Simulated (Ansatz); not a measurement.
Computed with Ansatz (an electronic-structure program) with frozen-core CCSD(T)/def2-TZVPP // r2SCAN-D4/def2-TZVP.

Ansatz 0.2 input:
```yaml
crystal:
  periodic: [false, false, false]
  atoms:
    - { symbol: O, position_ang: [1.640224, -0.190838, 0.001451] }
    - { symbol: Ge, position_ang: [0.013717, -0.001594, -0.000349] }
    - { symbol: H, position_ang: [-0.678208, 1.374853, 0.005528] }
    - { symbol: H, position_ang: [-0.975733, -1.18242, -0.00663] }
basis:
  gaussian: { orbitals: def2-TZVPP }
correlation:
  method: ccsd_t
```

Output:

```
Functional definition: HF
672 factors; integrals over basis functions are off by at most 1.5e-3 eV
mean field evaluation 1: about -58536.4812 eV, gradient 4.9e1 eV
mean field evaluation 2: about -58536.5601 eV, gradient 5.0e1 eV
mean field evaluation 4: about -58541.6188 eV, gradient 3.3e0 eV
mean field evaluation 8: about -58541.6767 eV, gradient 2.8e-1 eV
mean field evaluation 16: about -58541.6773 eV, gradient 2.1e-6 eV
mean field evaluation 32: about -58541.6855 eV, gradient 1.0e0 eV
mean field -58541.67725618 eV, -2151.3669581904 hartree, gradient 2.0e-6 eV, S^2 0.000000; 1 other end points of the search recorded, 0 dependent functions left out
10 core orbitals not correlated
reference -58541.67725618 eV, -2151.3669581904 hartree; 11, 11 occupied and 86, 86 virtual orbitals, 672 factors
second order -13.69031816 eV of doubles, -0.00000000 eV of singles
cycle   1  -12.94214251 eV  change    7.5e-1 eV  update   1.5e-1
cycle   2  -13.48073374 eV  change   -5.4e-1 eV  update   6.6e-2
cycle   3  -13.65702111 eV  change   -1.8e-1 eV  update   3.2e-2
cycle   4  -13.63860433 eV  change    1.8e-2 eV  update   1.2e-2
cycle   5  -13.63681658 eV  change    1.8e-3 eV  update   5.1e-3
cycle   6  -13.63983449 eV  change   -3.0e-3 eV  update   1.8e-3
cycle   7  -13.63913030 eV  change    7.0e-4 eV  update   7.5e-4
cycle   8  -13.63908726 eV  change    4.3e-5 eV  update   2.1e-4
cycle   9  -13.63918199 eV  change   -9.5e-5 eV  update   6.8e-5
cycle  10  -13.63916358 eV  change    1.8e-5 eV  update   2.2e-5
cycle  11  -13.63914974 eV  change    1.4e-5 eV  update   8.2e-6
perturbative correction -0.61532172 eV, -0.0226126561 hartree
Total energy: -58555.93172764 eV, -2151.8908003547 hartree
```

Cost: very roughly 6 core-seconds.
